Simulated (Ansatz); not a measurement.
System: PO, net charge 0, doublet state. 
Coordinates optimised at B3LYP-D3(BJ)/def2-TZVP (Ansatz, a quantum-chemistry and plane-wave program):
SMILES: [O][P]
```xyz
2

P      0.0000     0.0000    -0.5147
O      0.0000     0.0000     0.9651
```
Charge 0, spin multiplicity 2.

Wanted: vertical electron affinity (to the triplet state of charge -1; a negative value means that the extra electron is unbound and the number depends on the basis; each state is the SCF solution reached for its spin), in eV. Valence correlation only, unless marked. UHF or UKS for open shells. Spin-orbit coupling is left out. Non-relativistic. Anions need diffuse functions: aug- sets have them; def2-D sets add few. Basis-set limits of correlation are two-point, X^-3; Hartree-Fock from the larger set.

```tsv
level	program	vertical electron affinity (eV)	minus last row
PBE/def2-TZVPD	Ansatz	0.92	-0.12
B3LYP/def2-TZVPD	Ansatz	0.99	-0.05
BHLYP/def2-TZVPD	Ansatz	0.98	-0.06
CAM-B3LYP/def2-TZVPD	Ansatz	1.03	-0.01
wB97M-V/def2-TZVPD	Ansatz	0.84	-0.20
wB97X-V/def2-TZVPD	Ansatz	0.92	-0.12
CCSD/def2-SVPD	Ansatz	0.51	-0.53
CCSD/aug-cc-pV(T+d)Z	Ansatz	0.99	-0.05
CCSD/aug-cc-pV(Q+d)Z	Ansatz	1.03	-0.01
CCSD/def2-QZVPPD	Ansatz	0.95	-0.09
CCSD(T)/aug-cc-pV(D+d)Z	Ansatz	0.80	-0.24
CCSD(T)/aug-cc-pV(T+d)Z	Ansatz	0.96	-0.08
CCSD(T)/aug-cc-pV(Q+d)Z	Ansatz	1.00	-0.04
CCSD(T)/def2-QZVPPD	Ansatz	0.92	-0.12
CCSD(T)/CBS(aug-cc-pV(T+d)Z,aug-cc-pV(Q+d)Z)	Ansatz	1.04	0.00
```
